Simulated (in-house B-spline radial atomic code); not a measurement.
Inner-shell binding energies (edges) and X-ray emission energies of free atoms and ions, as differences of relaxed hole-state energies with first-order Breit, QED and recoil terms, without correlation or multiplet splittings, in NIST's listed ground configurations. For neutral atoms such line energies lie within some 1 to 5 eV of tabulated X-ray lines (up to 20 eV for the heaviest). Removing outer electrons raises all edges nearly alike, so lines move far less than edges. K = 1s, L1 = 2s, M5 = 3d5/2. A dash marks a subshell that is part filled or wasn't run, or a line left out. Computed with a B-spline radial code for spherical atoms: Dirac-Hartree-Fock, average of the configuration, finite nuclei.

| ion | configuration | K edge (eV) | L1 edge (eV) | M5 edge (eV) |
| --- | --- | --- | --- | --- |
| Br | [Ar] 3d10 4s2 4p5 | 13481.7 | 1796.55 | 76.615 |
| Br+ | [Ar] 3d10 4s2 4p4 | 13494.4 | 1809.04 | 88.893 |
| Br2+ | [Ar] 3d10 4s2 4p3 | 13508.7 | 1823.08 | 102.62 |
| Br3+ | [Ar] 3d10 4s2 4p2 | ? | ? | ? |
| Br4+ | [Ar] 3d10 4s2 4p1 | ? | ? | ? |
| Br5+ | [Ar] 3d10 4s2 | 13560.1 | 1873.14 | 150.99 |
| Br7+ | [Ar] 3d10 | 13602.8 | 1914.12 | 190.68 |

(1) Fill in the row of Br3+.

(2) Fill in the row of Br4+.

## Answers

(1) K edge (eV): 13524.5; L1 edge (eV): 1838.51; M5 edge (eV): 117.61.

(2) K edge (eV): 13541.7; L1 edge (eV): 1855.22; M5 edge (eV): 133.76.
